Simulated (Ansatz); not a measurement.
Program: Ansatz. Geometries: PBE0-D4/def2-TZVP. ΔE: electronic, gas phase. CBS: MP2 limit from def2 TZ/QZ plus the TZ coupled-cluster correction, frozen cores. Functionals use def2-TZVPP. B3LYP here is the variant with VWN-RPA as its local correlation; programs differ in this. For Ge outer-core shells are correlated without core-valence functions, which leaves a few kJ/mol of doubt a bond. Scalar relativity is left out up to krypton. Each species was taken in one conformer, which may not be the lowest.

`Cl[SiH](Cl)[O][GeH3]` + `O[SiH2]F` → `F[SiH2]O[SiH](Cl)Cl` + `[OH][GeH3]`  (ligand exchange at the Si–O bond)

(1) Is it downhill or uphill in electronic energy at CCSD(T)/CBS, and by how much? (Estimate.)

(2) What do these levels give: PBE0-D4, B2PLYP, PBE0, B3LYP, MP2/def2-TZVPP, SCS-MP2/def2-QZVPP? (An estimate is asked.)

Largest T1 diagnostic among the species: 0.011.

## Answers

(1) Ansatz gave: Uphill: ΔE = +11.1 kJ/mol.

(2) Ansatz gave: PBE0-D4 10.6, B2PLYP 10.2, PBE0 10.1, B3LYP 8.5, MP2/def2-TZVPP 12.9, SCS-MP2/def2-QZVPP 10.8 kJ/mol.

In def2-TZVPP, CCSD(T) changes the Hartree–Fock value by +4.5 kJ/mol (the triples alone add +1.0 kJ/mol) and MP2 by +5.6 kJ/mol.
